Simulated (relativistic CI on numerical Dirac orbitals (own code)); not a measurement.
**Slater and spin-orbit integrals, Pb⁴²⁺**

Calculated at this level of theory: Dirac-Coulomb-Breit CI, orbitals from a KLI potential per configuration, QED by a radiative potential, unscaled Slater integrals (own radial code, finite nucleus).

Slater integrals F^k, G^k are unscaled and averaged over j, outside the closed core [Ar] 3d10; ζ comes from projecting the Hamiltonian with its Breit term on Σ l·s of the shell.

- 4s2.4p6.4d4: F^2(4d,4d) = 274300, F^4(4d,4d) = 186900, ζ(4d) = 102250 cm⁻¹; <r>(4d) = 0.3648, <r^2>(4d) = 0.1522 (bohr units).
- 4s2.4p6.4d3.4f: F^2(4d,4d) = 274130, F^4(4d,4d) = 186780, ζ(4d) = 102140, F^2(4d,4f) = 276760, F^4(4d,4f) = 179840, G^1(4d,4f) = 275880, G^3(4d,4f) = 193100, G^5(4d,4f) = 142780, ζ(4f) = 19475 cm⁻¹; <r>(4d) = 0.3651, <r^2>(4d) = 0.1524, <r>(4f) = 0.3385, <r^2>(4f) = 0.1296 (bohr units).
- 4s2.4p5.4d5: ζ(4p) = 827200, F^2(4d,4d) = 274230, F^4(4d,4d) = 186850, F^2(4p,4d) = 274590, G^1(4p,4d) = 339310, G^3(4p,4d) = 217660, ζ(4d) = 101900 cm⁻¹; <r>(4p) = 0.3646, <r^2>(4p) = 0.1507, <r>(4d) = 0.3649, <r^2>(4d) = 0.1523 (bohr units).

(1) Give the Racah parameters of the d shell in 4s2.4p6.4d4.

Averages of the first 10 configurations, taken without configuration mixing, which lowers the lowest level and can move excited configurations by several eV; other configurations of the list can lie among them:

```
 Configuration  Parity  States  Average energy above the lowest level (eV)
   4s2.4p6.4d4    even     210                                        80.1
4s2.4p6.4d3.4f     odd    1680                                       330.5
   4s2.4p5.4d5     odd    1512                                       351.0
    4s.4p6.4d5    even     504                                       588.6
 4s.4p6.4d4.4f     odd    5880                                       836.5
4s2.4p6.4d3.5s    even     240                                       712.6
4s2.4p6.4d3.5d    even    1200                                       936.1
4s2.4p6.4d3.5g    even    2160                                      1124.2
       4p6.4d6    even     210                                      1102.3
       4p5.4d7     odd     720                                      1369.5
```

## Answers

(1) B = F²/49 − 5F⁴/441 = 3479 cm⁻¹ and C = 35F⁴/441 = 14833 cm⁻¹.
